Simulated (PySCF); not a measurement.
**Ce⁵³⁺: ionisation energy**

Ce⁵³⁺ [He] 2s2 2p1 [2p1/2^1, M_J = 1/2] → Ce⁵⁴⁺ [He] 2s2, as a difference of total energies. Calculation: PySCF 2.14, in an even-tempered Gaussian basis (17 s from 33 bohr⁻², ratio 2.4; 12 p from 43 bohr⁻², ratio 2.4; 5 d from 140 bohr⁻², ratio 2.6; 4 f from 210 bohr⁻², ratio 2.6); the two-component X2C-1e Hamiltonian. Correlated levels: nothing frozen; the 26 highest virtual spinors dropped. "Screened" scales the spin-orbit matrix elements by Boettger's factors to mimic the two-electron term; Breit and QED terms are absent.

```json
{"method": "GHF (spin-free)", "ionisation energy (eV)": "10502.6", "difference from reference (eV)": "-337.4"}
{"method": "GMP2 (spin-free)", "ionisation energy (eV)": "10501.9", "difference from reference (eV)": "-338.1"}
{"method": "GHF (screened spin-orbit)", "ionisation energy (eV)": "10849.9", "difference from reference (eV)": "+9.9"}
{"method": "GMP2 (screened spin-orbit)", "ionisation energy (eV)": "10847.9", "difference from reference (eV)": "+7.9"}
```

Reference: 10840 ± 5 eV (theoretical estimate listed by NIST; NIST Atomic Spectra Database, ionization energies).

For this ion Breit and QED terms and the two-electron picture change, all absent here, outweigh the correlation shift from GHF to GMP2.

The spin-free rows lack the spin-orbit shift.
